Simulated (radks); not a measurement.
The numbers below are computed, except where a source is named.
Problem. Species: Pm1.75+. Configuration: [Xe] 4f3.75 5d1.5 (fractional occupations, a model configuration). Code: a radial shooting solver on a logarithmic mesh with Libxc functionals. Model: scalar-relativistic Kohn-Sham, PBE, spin-unpolarised, spherical densities, finite nucleus; Fermi nuclear charge, rms radius 4.962 fm. Some entries of the table are withheld. Estimate them.

orbital,occ.,eigenvalue (hartree),<r> (bohr),<r^2> (bohr^2)
1s,2,-1655.062,0.02318,0.0007317
2s,2,(1),0.09897,0.01156
2p,6,-240.9360,0.08711,0.009262
3s,2,(2),0.2605,(3)
3p,6,(4),0.2588,0.07762
3d,10,-37.99026,0.2363,0.06569
4s,2,-12.39218,0.5917,0.3949
4p,6,(5),0.6259,0.4452
4d,10,-5.21860,0.6836,0.5417
5s,2,-2.09184,1.411,2.236
5p,6,-1.35538,1.634,3.023
4f,3.75,-0.72904,(6),1.141
5d,1.5,-0.49015,2.463,7.086

Solution. 
(1) 2s eigenvalue (hartree): -269.6987
(2) 3s eigenvalue (hartree): -59.41023
(3) 3s <r^2> (bohr^2): 0.07755
(4) 3p eigenvalue (hartree): -50.37724
(5) 4p eigenvalue (hartree): -9.42021
(6) 4f <r> (bohr): 0.9375
